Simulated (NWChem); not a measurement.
System: C₂H₆Al, doublet; SMILES [CH3][Al][CH3]

In the optimisation the excess spin sits in a (C2, its own frame). This spin state was assumed; another may lie lower.

Problem. Give the equilibrium geometry at PBE0/def2-SVP, spin-unrestricted (NWChem) as an XYZ file, with the point group.

Solution. point group C2v; any orientation.
```
9

Al     0.0000     0.0000     0.6913
C      1.6932     0.0008    -0.3274
H      1.7345    -0.8871    -0.9840
H      2.5976     0.0026     0.2989
H      1.7324     0.8870    -0.9864
C     -1.6932    -0.0008    -0.3274
H     -1.7324    -0.8870    -0.9864
H     -1.7345     0.8871    -0.9840
H     -2.5976    -0.0026     0.2989
```
